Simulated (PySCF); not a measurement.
A spin–spin coupling run with PySCF 2.14 (density fitting, non-relativistic, gas phase) on `C=C([SiH3])C(Cl)=C=O`, C₄H₅ClOSi:

```
$ OMP_NUM_THREADS=1 python probes_run.py task.json out

{"job": {"kind": "j", "xc": "B3LYP", "basis": "6-31G*"}, "charge": 0, "multiplicity": 1}
C      0.496933    -1.828711     0.058964
C      0.748694    -0.506122     0.084068
Si    -0.674923     0.700181    -0.196540
C      2.086931     0.016044     0.328140
Cl     3.448463    -1.039366     0.618359
C      2.403365     1.310383     0.346323
O      2.684926     2.434181     0.366321
H      1.288443    -2.567588     0.220629
H     -0.511664    -2.205333    -0.122511
H     -0.834301     1.598173     0.988112
H     -1.919144    -0.089775    -0.415328
H     -0.397138     1.563998    -1.385002
```

Hardware: 1 thread of an Arm Neoverse V2, shared host. The job also computes field gradients.

Question: How large is the calculation?

Answer: 68 electrons, 116 basis functions and 772 auxiliary functions.

Question: How long does it take, and how much memory does it need?

Answer: 16 s of wall time, with 15 SCF cycles; peak memory 0.71 GiB. Times on a shared host scatter by some tens of per cent.

Question: And these other runs on the same molecule and hardware: GIAO shielding at PBE0/6-311+G(2d,p); GIAO shielding at PBE0/6-31G*; GIAO shielding at PBE0/IGLO-III; GIAO shielding at PBE0/aug-cc-pVDZ; GIAO shielding at PBE0/cc-pVDZ; GIAO shielding at PBE0/cc-pVTZ?

Answer: PBE0/6-311+G(2d,p): 235 functions, 36 s; PBE0/6-31G*: 116 functions, 13 s; PBE0/IGLO-III: 313 functions, 57 s; PBE0/aug-cc-pVDZ: 214 functions, 33 s; PBE0/cc-pVDZ: 131 functions, 16 s; PBE0/cc-pVTZ: 288 functions, 52 s.
